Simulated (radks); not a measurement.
Values are calculated unless marked as measured or tabulated.
La XLIX, configuration [He] 2s2 2p5.

Level of theory: scalar-relativistic Kohn-Sham, PBEsol, spin-polarised, spherical densities, finite nucleus; open shells are filled with parallel spins first (spin-orbit coupling, left out, can overturn this in heavy ions); Fermi nuclear charge, rms radius 4.855 fm (a radial shooting solver on a logarithmic mesh with Libxc functionals).

Energy parts (eV):
total: -161277.63
kinetic: 173363.10
electron-nucleus: -345653.74
Hartree: 13395.91
exchange-correlation: -2382.91

Orbitals (lengths in bohr, moments of r in powers of bohr):
| orbital | occ. | eigenvalue (eV) | <r^2> | <r> |
|---|---|---|---|---|
| 1s up | 1 | -42421.61 | 0.0008517 | 0.02504 |
| 1s down | 1 | -42410.06 | 0.0008513 | 0.02504 |
| 2s up | 1 | -9532.808 | 0.01290 | 0.1048 |
| 2s down | 1 | -9515.602 | 0.01292 | 0.1049 |
| 2p up | 3 | -8953.787 | 0.01012 | 0.09136 |
| 2p down | 2 | -8933.028 | 0.01015 | 0.09145 |
| 3s up | 0 | -3972.243 | 0.06996 | 0.2480 |
| 3s down | 0 | -3967.717 | 0.07008 | 0.2482 |
| 3p up | 0 | -3796.874 | 0.06584 | 0.2389 |
| 3p down | 0 | -3791.659 | 0.06599 | 0.2392 |

The highest occupied level is 2p down at -8933.0 eV. Spin moment in Bohr magnetons: 1. The spin density at the nucleus is -24.49 e/bohr^3 (1s -68.09, 2s 43.60). Summed over all electrons, <r^2> = 0.07819 bohr^2, which gives a Langevin (diamagnetic) susceptibility term of -0.0619 x 10^-6 cm^3/mol. The density falls to 0.001 e/bohr^3 at r = 0.40 bohr. The electron density at the nucleus is 3.571e+05 e/bohr^3 (large components only). For comparison, the ionisation energy in NIST's Atomic Spectra Database is 8914 eV (theoretical). In exact Kohn-Sham theory the highest level is minus the ionisation energy, but local and semilocal functionals leave it too shallow, through self-interaction and a potential that decays too fast; potentials with the right tail come closer.
